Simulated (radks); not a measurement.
Polarisability of the rhodium ion Rh2+, [Kr] 4d7, at imaginary frequency. Calculated with a radial shooting solver on a logarithmic mesh with Libxc functionals: scalar-relativistic Kohn-Sham, LDA (Slater exchange, VWN5 correlation), spin-polarised, spherical densities, finite nucleus; open shells are filled with parallel spins first (spin-orbit coupling, left out, can overturn this in heavy ions); Fermi nuclear charge, rms radius 4.4945 fm. Response by self-consistent Sternheimer equations with the Hartree and adiabatic LDA kernel, the relativistic mass of each level held fixed and spin-orbit coupling left out.

w (hartree)  alpha1(iw) (bohr^3)
0.00266                    7.719
0.0143                     7.716
0.0360                     7.697
0.0697                     7.639
0.118                      7.497
0.186                      7.207
0.280                      6.701
0.413                      5.946
0.605                      4.979
0.892                      3.878
1.35                       2.730
2.12                       1.653
3.59                      0.7994
6.94                      0.2841
17.5                     0.06572

Static values: alpha1 = 7.719 bohr^3 (1.144 angstrom^3; uncoupled 11.52). C6 = 41.34, triple-dipole C9 = 218.2 atomic units. One-pole (London) frequency 4 C6 / (3 alpha1^2) = 0.925 hartree, against 0.913 for minus the highest occupied eigenvalue.
